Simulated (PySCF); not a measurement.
N⁺ (nitrogen, charge +1) across methods

[He] 2s1 2p3, 2s spin antiparallel (an excited configuration). All numbers are calculated (PySCF 2.14, the spin-free X2C one-electron Hamiltonian (Gaussian nucleus), in ANO-RCC-VTZP (4s3p2d1f, 30 functions)).

```json
{"method": "PBE", "E (hartree)": "-53.5839", "mean ε 1s β (eV)": "-400.58", "mean ε 2s β (eV)": "-30.233", "mean ε 2p α (eV)": "-22.076", "Σ⟨r²⟩ (bohr²)": "8.092", "⟨S²⟩": "3.000"}
{"method": "PBEsol", "E (hartree)": "-53.3804", "mean ε 1s β (eV)": "-398.75", "mean ε 2s β (eV)": "-30.042", "mean ε 2p α (eV)": "-22.012", "Σ⟨r²⟩ (bohr²)": "8.103", "⟨S²⟩": "3.000"}
{"method": "r2SCAN", "E (hartree)": "-53.5785", "mean ε 1s β (eV)": "-405.23", "mean ε 2s β (eV)": "-30.520", "mean ε 2p α (eV)": "-22.603", "Σ⟨r²⟩ (bohr²)": "8.043", "⟨S²⟩": "3.000"}
{"method": "PW91", "E (hartree)": "-53.6251", "mean ε 1s β (eV)": "-400.93", "mean ε 2s β (eV)": "-30.266", "mean ε 2p α (eV)": "-22.167", "Σ⟨r²⟩ (bohr²)": "8.082", "⟨S²⟩": "3.000"}
{"method": "PBE0", "E (hartree)": "-53.5567", "mean ε 1s β (eV)": "-411.42", "mean ε 2s β (eV)": "-32.060", "mean ε 2p α (eV)": "-23.793", "Σ⟨r²⟩ (bohr²)": "8.081", "⟨S²⟩": "3.000"}
{"method": "HSE06", "E (hartree)": "-53.5639", "mean ε 1s β (eV)": "-411.02", "mean ε 2s β (eV)": "-31.631", "mean ε 2p α (eV)": "-23.372", "Σ⟨r²⟩ (bohr²)": "8.087", "⟨S²⟩": "3.000"}
{"method": "LDA", "E (hartree)": "-53.1927", "mean ε 1s β (eV)": "-396.91", "mean ε 2s β (eV)": "-30.099", "mean ε 2p α (eV)": "-22.136", "Σ⟨r²⟩ (bohr²)": "8.131", "⟨S²⟩": "3.000"}
{"method": "UHF", "E (hartree)": "-53.32488", "mean ε 1s β (eV)": "-443.30", "mean ε 2s β (eV)": "-36.055", "mean ε 2p α (eV)": "-28.204", "Σ⟨r²⟩ (bohr²)": "8.166", "⟨S²⟩": "3.000"}
{"method": "TPSSh", "E (hartree)": "-53.6264", "mean ε 1s β (eV)": "-407.70", "mean ε 2s β (eV)": "-31.180", "mean ε 2p α (eV)": "-22.882", "Σ⟨r²⟩ (bohr²)": "8.046", "⟨S²⟩": "3.000"}
```

With the s spin flipped the determinant is a mixture of two multiplicities, not a spectroscopic state.
